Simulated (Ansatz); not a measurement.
```yaml
crystal:
  periodic: [false, false, false]
  atoms:
    - {symbol: Sn, position_ang: [-0.157382, -1.390758, -0.228135]}
    - {symbol: Sn, position_ang: [-0.168495, 1.399801, 0.152121]}
    - {symbol: H, position_ang: [-0.248431, 1.351171, 1.963940]}
    - {symbol: H, position_ang: [0.574308, -1.360214, -1.887925]}
basis:
  gaussian: {orbitals: def2-TZVPD}
total_charge: -1
magnetization: {spin_polarized: false, initial_magnetization: 1}
hamiltonian: {xc: {name: wB97M-V}, pseudopotentials: {relativity: scalar}}
output: {forces: true}
```

```sh
$ ansatz run in.yaml --threads 4 --pin off --events-out ev --progress --plain --max-ram 3916MiB
```

Shortened log:

```
Functional definition: wB97M-V
986 factors; their error is unknown
312 factors; integrals over basis functions are off by at most 2.0e-5 eV
mean field evaluation 1: about -11692.6556 eV, gradient 1.3e1 eV
mean field evaluation 2: about -11693.0486 eV, gradient 9.8e0 eV
mean field evaluation 4: about -11693.2553 eV, gradient 6.2e-1 eV
mean field evaluation 8: about -11693.2984 eV, gradient 2.3e-1 eV
mean field evaluation 16: about -11693.4041 eV, gradient 1.1e-2 eV
mean field evaluation 32: about -11664.4367 eV, gradient 1.3e2 eV
mean field -11693.40410181 eV, -429.7246746675 hartree, gradient 1.5e-5 eV, S^2 0.750000; 4 other end points of the search recorded, 0 dependent functions left out
reference -11693.40414768 eV, -429.7246763533 hartree; 24, 23 occupied and 106, 107 virtual orbitals, 986 factors
Total energy: -11693.40414768 eV, -429.7246763533 hartree
Relativity: scalar
Atom 0 at    -0.157382    -1.390758    -0.228135 Å, force     0.122554     0.191890    -0.062420 eV/Å
Atom 1 at    -0.168495     1.399801     0.152121 Å, force     0.072025    -0.197306     0.108358 eV/Å
Atom 2 at    -0.248431     1.351171     1.963940 Å, force    -0.046633    -0.075905    -0.249824 eV/Å
Atom 3 at     0.574308    -1.360214    -1.887925 Å, force    -0.147946     0.081321     0.203886 eV/Å
Dipole moment:     0.002828    -0.000089     0.000607 e Å
```

Run time 24 s (4 threads of Arm Neoverse V2 on a shared host), peak host memory 0.68 GiB.

In the def2 sets Sn takes a core potential; there is no spin–orbit coupling.

With spin_polarized false and unpaired electrons the run is restricted open-shell.

The dipole of an ion depends on the origin.
